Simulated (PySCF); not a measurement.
# 1-tert-butyl-4-fluorobenzene (SMILES CC(C)(C)c1ccc(F)cc1)

Molfile (atoms numbered from 1):
```
C10H13F
     RDKit          3D

 24 24  0  0  0  0  0  0  0  0999 V2000
   -2.5894    1.3029   -0.2956 C   0  0  0  0  0  0  0  0  0  0  0  0
   -1.9759   -0.0383    0.1079 C   0  0  0  0  0  0  0  0  0  0  0  0
   -2.5310   -1.1244   -0.8252 C   0  0  0  0  0  0  0  0  0  0  0  0
   -2.3886   -0.3432    1.5554 C   0  0  0  0  0  0  0  0  0  0  0  0
   -0.4487   -0.0232    0.0119 C   0  0  0  0  0  0  0  0  0  0  0  0
    0.2765    1.1006   -0.3987 C   0  0  0  0  0  0  0  0  0  0  0  0
    1.6694    1.0870   -0.4767 C   0  0  0  0  0  0  0  0  0  0  0  0
    2.3527   -0.0705   -0.1385 C   0  0  0  0  0  0  0  0  0  0  0  0
    3.6841   -0.0948   -0.2093 F   0  0  0  0  0  0  0  0  0  0  0  0
    1.6712   -1.2092    0.2742 C   0  0  0  0  0  0  0  0  0  0  0  0
    0.2830   -1.1737    0.3448 C   0  0  0  0  0  0  0  0  0  0  0  0
   -2.2475    2.1218    0.3556 H   0  0  0  0  0  0  0  0  0  0  0  0
   -3.6856    1.2500   -0.2128 H   0  0  0  0  0  0  0  0  0  0  0  0
   -2.3485    1.5662   -1.3369 H   0  0  0  0  0  0  0  0  0  0  0  0
   -3.6312   -1.1494   -0.7750 H   0  0  0  0  0  0  0  0  0  0  0  0
   -2.2393   -0.9318   -1.8689 H   0  0  0  0  0  0  0  0  0  0  0  0
   -2.1620   -2.1245   -0.5534 H   0  0  0  0  0  0  0  0  0  0  0  0
   -2.0162   -1.3232    1.8889 H   0  0  0  0  0  0  0  0  0  0  0  0
   -1.9929    0.4181    2.2449 H   0  0  0  0  0  0  0  0  0  0  0  0
   -3.4863   -0.3537    1.6487 H   0  0  0  0  0  0  0  0  0  0  0  0
   -0.2433    2.0201   -0.6686 H   0  0  0  0  0  0  0  0  0  0  0  0
    2.2304    1.9667   -0.7977 H   0  0  0  0  0  0  0  0  0  0  0  0
    2.2348   -2.1071    0.5344 H   0  0  0  0  0  0  0  0  0  0  0  0
   -0.2412   -2.0752    0.6707 H   0  0  0  0  0  0  0  0  0  0  0  0
  1  2  1  0
  2  3  1  0
  2  4  1  0
  2  5  1  0
  5  6  1  0
  6  7  2  0
  7  8  1  0
  8  9  1  0
  8 10  2  0
 10 11  1  0
 11  5  2  0
  1 12  1  0
  1 13  1  0
  1 14  1  0
  3 15  1  0
  3 16  1  0
  3 17  1  0
  4 18  1  0
  4 19  1  0
  4 20  1  0
  6 21  1  0
  7 22  1  0
 10 23  1  0
 11 24  1  0
M  END
```

Method used: quadratic response CAM-B3LYP/def2-SVPD first hyperpolarisability, Taylor convention, gas phase (PySCF 2.14.0). Geometry: PBE0-D3(BJ)/def2-SVP.

(1) What is the first hyperpolarisability, and how does it disperse?

(2) Which lowest excitations, dipole and polarisabilities go with it?

Answers

(1) In 10⁻³⁰ esu, Taylor convention; the vector part is βᵢ = ⅓ Σⱼ (βᵢⱼⱼ + βⱼᵢⱼ + βⱼⱼᵢ); β∥ is 3/5 of the vector part along the dipole, the dipole points from − to +:
| process | λ (nm) | β vector norm | β∥ | β HRS | depolarisation ratio |
| --- | --- | --- | --- | --- | --- |
| static β(0;0,0) | ∞ | 1.88 | -1.13 | 0.75 | 5.90 |
| second harmonic β(−2ω;ω,ω) | 1907 | 1.94 | -1.17 | 0.77 | 5.87 |
| Pockels β(−ω;ω,0) | 1907 | 1.90 | -1.14 | – | – |
| second harmonic β(−2ω;ω,ω) | 1064 | 2.09 | -1.25 | 0.83 | 5.79 |
| Pockels β(−ω;ω,0) | 1064 | 1.95 | -1.17 | – | – |

(2) S1 5.32 eV (f = 0.017); S2 6.08 eV (f = 0.022); S3 6.83 eV (f = 0.003); dipole 2.04 D; isotropic α 116.0 au static, 116.4 au at 1907 nm, 117.2 au at 1064 nm, 117.4 au at 953.5 nm, 120.8 au at 532 nm.
